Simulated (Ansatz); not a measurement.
GaP2⁻, relaxed as a singlet with RKS r2SCAN-D4/def2-TZVPD in Ansatz, starting from the GFN2-xTB geometry. Force threshold 0.02 eV/Å.

The highest occupied level of the charge -1 singlet lies above zero (up to 0.43 eV). The electron is either unbound and held by the finite basis, or the level is raised by self-interaction error. The structure comes from a short search, and lower isomers may exist.

Start:

```xyz
3

Ga   -0.2511    0.0993   -1.0723
P     1.4093   -0.6022    0.1847
P    -1.1583    0.5029    0.8875
```

```json
{"step": "1", "energy (eV)": "-70953.3583", "largest force component (eV/Å)": "0.542", "SCF passes": "59"}
{"step": "2", "energy (eV)": "-70954.2135", "largest force component (eV/Å)": "2.681", "SCF passes": "38"}
{"step": "3", "energy (eV)": "-70955.6035", "largest force component (eV/Å)": "1.544", "SCF passes": "33"}
{"step": "4", "energy (eV)": "-70955.7868", "largest force component (eV/Å)": "0.500", "SCF passes": "30"}
{"step": "5 (rejected)", "energy (eV)": "-70955.7666", "largest force component (eV/Å)": "0.860", "SCF passes": "23"}
{"step": "6", "energy (eV)": "-70955.8031", "largest force component (eV/Å)": "0.017", "SCF passes": "24"}
```

Force components are those of the run's own axes.

End:

```xyz
3

Ga   -0.3356    0.1327   -1.4341
P     1.0805   -0.4592    0.4672
P    -0.7449    0.3265    0.9670
```

Bonds formed: P2–P3 (atoms count from 1). The end is the same structure that another start reached, the lowest one found.

No frequencies were taken in this run, so the end may be a saddle point.

It took 8 s on 4 threads of Intel Xeon on a shared host.
